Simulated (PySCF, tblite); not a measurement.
**Question.** What does the GFN2-xTB structure of `FC(F)(F)O[C@H]1C[SiH2]N[SiH2]1` look like in three dimensions?

**Answer.** 
Z-matrix in Å and degrees, rows numbered from 1:
```
F 
C   1  1.3511
F   2  1.3334  1  106.20
F   2  1.3545  1  104.15  3   111.80
O   2  1.3015  1  115.35  3  -122.40
C   5  1.4663  2  115.94  1   -57.82
C   6  1.5218  5  109.57  2    96.08
Si  7  1.9029  6  107.52  5    74.65
N   8  1.7442  7   95.63  6    32.45
Si  9  1.7262  8  118.65  7   -14.92
H   6  1.0923  5  107.67  2   -25.48
H   7  1.0894  6  110.95  5   -50.03
H   7  1.0901  6  107.68  5  -166.72
H   8  1.4636  7  113.61  6   -84.77
H   8  1.4643  7  112.65  6   146.26
H   9  1.0049  8  120.47  7   169.72
H  10  1.4669  6  110.62  5   154.02
H  10  1.4584  6  110.44  5    27.64
```

The 5-membered ring C6–C7–Si8–N9–Si10 has internal angles of 95.4° to 118.6°; it is puckered, 0.18 Å rms from its mean plane, widest ring torsion 38°. O5 (ether oxygen) is bent (angle 115.9°). The C–O distances run from 1.301 Å (C2–O5, drawn single) to 1.466 Å (O5–C6, drawn single), a spread of 0.165 Å. Si10 (SiH2 silicon) has angles from 95.4° to 113.7°.

Computed geometry: GFN2-xTB, gas phase.

Point group: C1 (no symmetry element, even within 0.4 Å). Its GFN2-xTB frequencies are all real (lowest 29 cm⁻¹). One conformer, not necessarily the lowest (C2–O5–C6–C7 96°, O5–C6–C7–Si8 75°, C6–C7–Si8–N9 32°, C7–Si8–N9–Si10 -15°, Si8–N9–Si10–C6 -4°). 2 starts were optimised and ended at 0.00 and 0.17 kcal/mol (GFN2-xTB); the lowest of these is shown.
